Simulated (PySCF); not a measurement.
SMILES c1(OC)cc(ccc1)-c1ccco1 (C₁₁H₁₀O₂), GFN2-xTB optimised geometry.

```
23

C      3.40     0.35     0.00
O      2.91    -0.96     0.00
C      1.56    -1.15     0.00
C      1.13    -2.48     0.01
C     -0.22    -2.77     0.01
C     -1.16    -1.76     0.01
C     -0.75    -0.43     0.00
C     -1.71     0.66     0.00
C     -3.08     0.66     0.00
C     -3.49     2.01     0.00
C     -2.34     2.74     0.00
O     -1.26     1.94     0.00
C      0.62    -0.13     0.00
H      4.49     0.26    -0.01
H      3.09     0.90    -0.90
H      3.09     0.90     0.89
H      1.87    -3.26     0.01
H     -0.54    -3.80     0.01
H     -2.21    -1.99     0.01
H     -3.73    -0.19     0.00
H     -4.49     2.39     0.00
H     -2.16     3.80     0.00
H      0.91     0.91     0.00
```

Density from PBE/def2-SVP run with PySCF at that geometry.

Minimum of the electron density along straight lines between bonded atoms, close to the bond critical point (lines longer than 1.1 times the sum of covalent radii, or with two minima, are not listed):

```
bond     length / Å  ρ at the minimum / e bohr⁻³  ∇²ρ there / e bohr⁻⁵  position (fraction from the first atom)
-------  ----------  ---------------------------  --------------------  ---------------------------------------
C1–O2         1.407                        0.257                     ?                                     0.35
O2–C3         1.362                        0.284                     ?                                     0.66
C3–C4         1.397                        0.306                 -0.76                                     0.52
C4–C5         1.380                        0.310                 -0.76                                     0.50
C5–C6         1.383                        0.309                 -0.76                                     0.50
C6–C7         1.393                        0.303                 -0.73                                     0.49
C7–C8         1.451                        0.276                 -0.66                                     0.49
C8–C9         1.374                        0.317                 -0.77                                     0.52
C9–C10        1.412                        0.290                 -0.66                                     0.50
C10–C11       1.361                        0.323                 -0.80                                     0.48
C8–O12        1.355                        0.283                     ?                                     0.33
C11–O12       1.341                        0.291                  0.04                                     0.33
C3–C13        1.387                        0.309                 -0.76                                     0.51
C7–C13        1.397                        0.300                 -0.71                                     0.50
C1–H14        1.089                        0.282                 -1.08                                     0.64
C1–H15        1.095                        0.277                 -1.03                                     0.64
C1–H16        1.095                        0.277                 -1.03                                     0.64
C4–H17        1.078                        0.281                 -1.05                                     0.63
C5–H18        1.080                        0.281                 -1.05                                     0.63
C6–H19        1.078                        0.281                 -1.04                                     0.63
C9–H20        1.070                        0.283                 -1.08                                     0.63
C10–H21       1.071                        0.283                 -1.08                                     0.64
C11–H22       1.072                        0.288                 -1.13                                     0.65
C13–H23       1.078                        0.282                 -1.05                                     0.63
```

Problem. Some entries are withheld; supply them.

Solution. 
- C1–O2, ∇²ρ there / e bohr⁻⁵: -0.39
- O2–C3, ∇²ρ there / e bohr⁻⁵: -0.32
- C8–O12, ∇²ρ there / e bohr⁻⁵: -0.07
